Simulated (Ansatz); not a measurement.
Consider the substitution at a C–Si bond: `C[SiH](O)[O][GeH2][OH]` + `NB(F)S` → `CSB(N)F` + `O[SiH2][O][GeH2][OH]`.

Program: Ansatz. Geometries: PBE0-D4/def2-TZVP. ΔE: electronic, gas phase. CCSD(T)/CBS is the MP2 limit (def2-TZVPP, def2-QZVPP) plus CCSD(T) − MP2 in def2-TZVPP, frozen cores. This one scheme is used for every species. DFT in def2-TZVPP. B3LYP here is the variant with VWN-RPA as its local correlation; programs differ in this. For Ge outer-core shells are correlated without core-valence functions, which leaves a few kJ/mol of doubt a bond. Scalar relativity is left out up to krypton. One conformer a species, not always the lowest.

```tsv
level	ΔE (kJ/mol)
PBE-D4	69.9
B3LYP-D4	69.4
PBE	65.8
MP2/def2-TZVPP	70.3
CCSD/def2-TZVPP	70.0
SCS-MP2/def2-QZVPP	63.8
HF/CBS(def2)	56.7
MP2/CBS(def2)	68.5
```

Problem. What does CCSD(T)/CBS give? (An estimate is asked.)

Solution. The calculation gave: +69.0 kJ/mol. The listed levels differ from it by 0.9, 0.4, -3.2, 1.3, 1.0, -5.2, -12.3, -0.5 kJ/mol.

Largest T1 diagnostic among the species: 0.012.

The D4 term adds +6.5 kJ/mol with B3LYP and +3.7 kJ/mol with PBE0; it sums over pairs of atoms, weighted by their polarisabilities, and B3LYP, whose exchange is more repulsive, gets the larger term. In def2-TZVPP, CCSD(T) changes the Hartree–Fock value by +12.7 kJ/mol (the triples alone add +0.8 kJ/mol) and MP2 by +12.1 kJ/mol.
